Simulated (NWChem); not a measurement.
Br anion

Program: NWChem. Pople sets run with spherical d functions. Sets without diffuse functions describe the anion's extra electron poorly. Static field.

Q: Taking Hartree-Fock/aug-cc-pVTZ as the yardstick, which of these has the fewest basis functions while keeping “isotropic polarisability (bohr³)” within 2 % of it: Hartree-Fock/def2-TZVP; Hartree-Fock/def2-TZVPD; Hartree-Fock/def2-SVP; Hartree-Fock/def2-SVPD; Hartree-Fock/6-31G*; Hartree-Fock/aug-cc-pVDZ?

A: Hartree-Fock/def2-SVPD (a larger set in the list lies outside the tolerance).
```csv
level,basis functions,isotropic polarisability (bohr³),relative time (rough)
Hartree-Fock/6-31G*,32,12.3,2
Hartree-Fock/def2-SVP,32,11.9,1
Hartree-Fock/aug-cc-pVDZ,36,29.4,20
Hartree-Fock/def2-SVPD,41,36.8,2
Hartree-Fock/def2-TZVP,48,17.8,3
Hartree-Fock/def2-TZVPD,57,38.6,5
Hartree-Fock/aug-cc-pVTZ,59,36.9,60
```

The yardstick is one finite set, not the basis-set limit.
